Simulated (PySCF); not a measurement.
# Multinuclear NMR of C6H14Si

Atom-mapped SMILES (the numbers label the heavy atoms): `[CH3:1]/[CH:2]=[CH:3]/[C:4]([CH3:5])([CH3:6])[SiH3:7]`; H(Xn) means a hydrogen on atom n.

All values are calculated (PySCF 2.14.0 with density-fitted response routines): PBE0/pcSseg-1 with gauge-including orbitals, GFN2-xTB geometry. Relativity neglected, rapidly exchanging positions averaged, single conformer, isolated molecule.

Problem. Predict the $^{29}$Si NMR data.

Solution. 
```json
{"atoms": "Si7", "environment": "silicon bonded to C, 3 H", "σ (ppm)": "399.5", "δ (ppm)": "-48.4"}
```

Shieldings were converted by a linear fit to measured shifts: $^{29}$Si: δ = 279.94 − 0.822σ (rms 8.9 ppm, 72 shifts, 25.8 ppm with the 6 outliers that the fit left out vs TMS, solution or neat liquid). Occasional misses reach two or three times the rms, and more in compound classes unlike the fitted ones.

On a 300 MHz spectrometer $^{29}$Si resonates near 59.6 MHz, so 1 ppm is 59.6 Hz.
